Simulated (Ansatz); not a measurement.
Mulliken charges of H$_{6}$NSbSi, SMILES `N[SiH2][SbH2]` from ωB97M-V/def2-TZVPP in Ansatz (PBE0-D4/def2-TZVP geometry).

```csv
atom,x (Å),y (Å),z (Å),charge (e)
N1,-0.727,0.662,-1.288,-0.364
Si2,0.218,0.662,0.152,0.248
Sb3,-0.491,-1.411,1.509,0.102
H4,-0.679,-0.120,-1.920,0.118
H5,-0.869,1.524,-1.790,0.117
H6,-0.133,1.901,0.896,-0.034
H7,1.698,0.666,-0.045,-0.051
H8,0.027,-2.411,0.219,-0.073
H9,1.046,-1.520,2.250,-0.062
```

Problem. By hand: the dipole of these point charges (1 e Å = 4.8032 D).

Solution. Σ q r = (-0.062, 0.115, 0.041) e Å, of length 0.137 e Å = 0.66 D.

Problem. How does the dipole of the full density compare? (Estimate.)

Solution. The calculation gave: (-0.032, 0.120, -0.293) e Å, 1.53 D; the point charges give 0.43 times that, at 85° from its direction.

Point charges leave out the atoms' own dipoles, such as those of lone pairs, and Mulliken's split depends on the basis, so the two needn't agree.
